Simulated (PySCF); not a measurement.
Input file for PySCF: R-HF/3-21G on GeH4OSi (SMILES [OH][Ge][SiH3]), a point of a torsion scan.

```python
from pyscf import gto, scf, dft, mp
from pyscf.data.elements import chemcore

mol = gto.M(
    atom='''
    O     2.25646682   -0.07339405   -0.25083998
    Ge    1.17405954   -1.28893602    0.44241322
    Si   -0.96889254   -0.07611065    0.31400530
    H     2.04128738    0.79927981   -0.57561181
    H    -0.90568756    1.28303434   -0.26071139
    H    -1.98553025   -0.76660538   -0.49675587
    H    -1.61493019    0.11276609    1.62339746
    ''',
    basis='3-21g',
    charge=0, spin=0, verbose=3, max_memory=1800)
mf = scf.RHF(mol)
mf.conv_tol = 1e-8
mf.max_cycle = 100
mf.kernel()
if not mf.converged:
    mf = mf.newton().run(mf.mo_coeff, mf.mo_occ)
```

It printed:

```
converged SCF energy = -2429.49529428329
```

The calculation finished and met its thresholds.

Cost: around 0.7 core-seconds (rough).
